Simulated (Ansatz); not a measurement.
Cartesian coordinates in Å:
```
N -1.202 -0.781 0.239
C -0.064 -0.745 1.274
Al 0.243 0.538 -0.145
N 1.453 0.214 -1.408
O -0.570 2.047 -0.076
H -2.079 -0.438 0.607
H -1.349 -1.689 -0.179
H 0.439 -1.710 1.295
H -0.452 -0.516 2.264
H 1.498 0.673 -2.302
H 2.196 -0.460 -1.327
H -0.114 2.868 -0.243
```

The species carries charge 0 and has multiplicity 1. The bonds changed during the relaxation, so this is another structure than the one it started from.

List the B3LYP/def2-TZVPP orbital energies in eV (Ansatz). (Estimate.)

Ansatz gave: Occupied: -1523.03, -519.12, -390.26, -387.96, -276.59, -111.02, -71.71, -71.61, -71.61, -25.64, -24.66, -21.79, -17.70, -14.41, -13.35, -12.46, -12.34, -10.75, -10.37, -9.35, -8.55, -8.06, -6.58, -6.19. Lowest empty: 0.17, 0.74, 1.45, 1.56, 1.67, 2.77, 3.06, 3.30.

B3LYP here is the variant with VWN-RPA as its local correlation; programs differ in this.
